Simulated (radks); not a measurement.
Q: Species: Pb3+. Configuration: [Kr] 4d10 4f14 5s2 5p5 5d10 6s1 6d1 (not the ground configuration). All-electron calculation, Dirac Kohn-Sham, LDA (Slater exchange, Perdew-Wang correlation), spin-unpolarised, spherical densities, point nucleus; open shells fill j = l - 1/2 first. Program: a radial shooting solver on a logarithmic mesh with Libxc functionals.

Spin-orbit splittings of the eigenvalues, e(l+1/2) - e(l-1/2), with zeta = 2 splitting/(2l+1) and mean radii in bohr:

| shell | occ. | splitting (eV) | zeta (eV) | <r> j=l-1/2 | <r> j=l+1/2 |
|---|---|---|---|---|---|
| 2p | 6 | 2188 | 1459 | 0.05489 | 0.06381 |
| 3p | 6 | 488.0 | 325.4 | 0.1645 | 0.1808 |
| 3d | 10 | 103.9 | 41.57 | 0.1570 | 0.1619 |
| 4p | 6 | ? | ? | 0.3854 | 0.4201 |
| 4d | 10 | 22.35 | 8.942 | 0.4246 | 0.4358 |
| 4f | 14 | 5.047 | 1.442 | 0.4501 | 0.4564 |
| 5p | 5 | 23.08 | 15.39 | 0.9045 | 0.9928 |
| 5d | 10 | 2.890 | 1.156 | 1.215 | 1.253 |
| 5f | 0 | 0.06246 | 0.01785 | 3.159 | 3.187 |
| 6p | 0 | 3.276 | 2.184 | 2.296 | 2.507 |
| 6d | 1 | 0.3447 | 0.1379 | 3.448 | 3.518 |
| 7d | 0 | 0.1366 | 0.05464 | 6.527 | 6.625 |

Estimate the 4p splitting.

A: 119.7 eV (zeta = 79.83 eV).
